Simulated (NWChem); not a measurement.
System: C$_{7}$H$_{7}$, doublet; SMILES [CH]1C2C=CC1C=C2

```xyz
14

C     -1.3462     0.0738     0.0000
C     -0.3130    -0.0100     1.1267
C      0.5379     1.2027     0.6705
C      0.5379     1.2027    -0.6705
C     -0.3130    -0.0100    -1.1267
C      0.4116    -1.2923    -0.6684
C      0.4116    -1.2923     0.6684
H     -2.1458     0.8156     0.0000
H     -0.6595     0.0109     2.1611
H      1.0431     1.8930     1.3380
H      1.0431     1.8930    -1.3380
H     -0.6595     0.0109    -2.1611
H      0.8671    -2.0122    -1.3391
H      0.8671    -2.0122     1.3391
```
Atoms are numbered in this order, from 1.

Computed with NWChem. Spin-unrestricted. In the optimisation the excess spin sits in a' (Cs, its own frame). All runs use the structure optimised with B3LYP/6-31G* (spherical d), spin-unrestricted. No stability test was run on the SCF state. Level: M05-2X/def2-SVP with COSMO at NWChem's default radii, gas-phase geometry; rows give the dielectric constant. Reactions with the solvent are ignored.

For dielectric constant 78.4:

| Item | Result |
|---|---|
| electrostatic solvation energy (kcal/mol) | -3.0 |
| dipole in solution (D) | 1.07 |

Task: Estimate the same quantities for dielectric constant 1.5.

Result: 
| Property | Result |
|---|---|
| electrostatic solvation energy (kcal/mol) | -0.9 |
| dipole in solution (D) | 0.88 |
